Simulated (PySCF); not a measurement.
SMILES [Si](F)(F)(F)[SiH2]CC(F)(F)F (C₂H₄F₆Si₂) (GFN2-xTB optimised geometry):

```
14

F     -2.154    -3.328    -2.611
C     -2.516    -2.039    -2.738
F     -2.089    -1.652    -3.952
F     -3.858    -2.033    -2.795
C     -1.962    -1.184    -1.641
Si    -0.051    -1.298    -1.682
Si     0.794    -0.008     0.000
F      2.381    -0.008     0.000
F      0.443     1.543     0.000
F      0.447    -0.420     1.496
H     -2.322    -0.168    -1.804
H     -2.381    -1.543    -0.701
H      0.321    -2.707    -1.505
H      0.401    -0.821    -2.994
```

Calculation: PySCF with PBE0/def2-TZVP.

Q: What are the frontier orbital energies and the dipole moment?

A: HOMO-2 -10.70 eV, HOMO-1 -10.53 eV, HOMO -9.91 eV, LUMO -1.11 eV, LUMO+1 -0.94 eV; dipole moment 0.93 D.

Meta-Löwdin charges at PBE0/def2-TZVP: F1 -0.28, C2 0.79, F3 -0.28, F4 -0.28, C5 -0.48, Si6 0.33, Si7 1.45, F8 -0.49, F9 -0.49, F10 -0.49, H11 0.16, H12 0.16, H13 -0.05, H14 -0.05.
